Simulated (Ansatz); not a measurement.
A nudged elastic band was laid between two geometries of C$_{2}$H$_{10}$OSSi$_{2}$ (16 atoms, charge 0, multiplicity 1).

The calculation used RKS PBE0-D4/6-31G (Ansatz 0.2.0).

```yaml
movable_images: 7
climbing_image: yes
spring: 20.0 eV/Å²
optimiser: quadratic models (default)
start_path: IDPP
force_threshold: 0.05 eV/Å
iteration_limit: 15
end_points: relaxed
```

Image 0:

```xyz
16
Properties=species:S:1:pos:R:3
C -0.594 -2.336 -0.698
S -1.769 -0.871 -0.591
Si -0.323 0.776 -0.090
C 1.274 0.492 -1.081
O -1.105 2.259 -0.519
Si 0.028 0.945 2.224
H -1.218 -3.205 -0.907
H -0.075 -2.487 0.251
H 0.123 -2.200 -1.509
H 1.931 1.360 -0.963
H 1.806 -0.393 -0.719
H 1.057 0.361 -2.146
H -1.502 2.398 -1.393
H 0.563 -0.374 2.717
H 1.042 2.009 2.540
H -1.262 1.244 2.927
```

Image 8:

```xyz
16
Properties=species:S:1:pos:R:3
C 0.465 -2.290 -0.879
S -1.235 -1.513 -0.666
Si -0.644 0.559 -0.019
C 0.838 1.114 -1.070
O -2.033 1.561 -0.266
Si -0.243 0.656 2.290
H 0.284 -3.331 -1.148
H 1.027 -2.253 0.056
H 1.018 -1.798 -1.679
H 1.049 2.170 -0.872
H 1.732 0.533 -0.821
H 0.629 0.994 -2.138
H -2.501 1.593 -1.115
H -1.480 0.283 3.050
H 0.851 -0.327 2.620
H 0.221 2.026 2.702
```

(1) Which bonds break or form, and what moves?

(2) Give the energies along the band, and the barrier.

(3) What is the geometry of the highest image?

The band took 4 iterations and about 5 core-minutes.

## Answers

(1) No bond is made or broken. The dihedral S2–Si3–Si6–H16 goes from -60 to 177°.

(2) The run converged. The highest image is number 4 of 0 to 8, 4.9 kJ/mol above the ends, which have the same energy within 2 meV. Another band between the same ends (7 images) ends at a top of the same energy, where a vibrational analysis finds 1 clearly imaginary mode. Limits of this set-up: no polarisation functions.

| image | path coordinate (Å) | energy (kJ/mol) | dihedral S2–Si3–Si6–H16 (°) |
| --- | --- | --- | --- |
| 0 | 0.00 | 0.0 | -60 |
| 1 | 0.61 | 0.9 | -76 |
| 2 | 1.22 | 2.6 | -91 |
| 3 | 1.83 | 4.3 | -106 |
| 4 | 2.44 | 4.9 | -122 |
| 5 | 3.05 | 4.1 | -137 |
| 6 | 3.67 | 2.3 | -153 |
| 7 | 4.28 | 0.6 | -168 |
| 8 | 4.90 | 0.0 | 177 |

(3) 
```xyz
16
Properties=species:S:1:pos:R:3
C 0.286 -2.337 -0.874
S -1.347 -1.429 -0.656
Si -0.600 0.594 -0.018
C 0.918 1.024 -1.075
O -1.918 1.682 -0.295
Si -0.179 0.723 2.298
H 0.024 -3.356 -1.155
H 0.847 -2.357 0.062
H 0.880 -1.881 -1.666
H 1.207 2.064 -0.892
H 1.768 0.383 -0.816
H 0.702 0.904 -2.142
H -2.381 1.718 -1.147
H -0.504 -0.586 2.959
H 1.278 1.020 2.545
H -1.003 1.813 2.915
```

The run took 5.1 min on 1 thread of Arm Neoverse V1, on a shared host, peak memory 0.23 GiB.
